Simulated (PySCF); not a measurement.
InO (SMILES [O]=[In]), doublet, at a GFN2-xTB geometry (such geometries of metal compounds can be far from the true shape) (all electrons, no relativity).

Input for PySCF:
```python
from pyscf import gto, scf, dft

mol = gto.Mole()
mol.atom = '''
    In   -0.000000   -0.000000   -0.259256
    O     0.000000    0.000000    1.587945
'''
mol.basis = '3-21g'
mol.charge = 0
mol.spin = 1
mol.verbose = 4
mol.symmetry = True
mol.build()

mf = dft.UKS(mol)
mf.xc = 'pbe'
mf.kernel()
mf.analyze()
```

Q: What does this run give for the <S^2>, dipole moment, number of basis functions?

A: 
* **<S^2>**: 0.754
* **dipole moment**: 2.52 D
* **number of basis functions**: 40

These values belong to the state on which the SCF converged, which isn't shown to be the lowest.
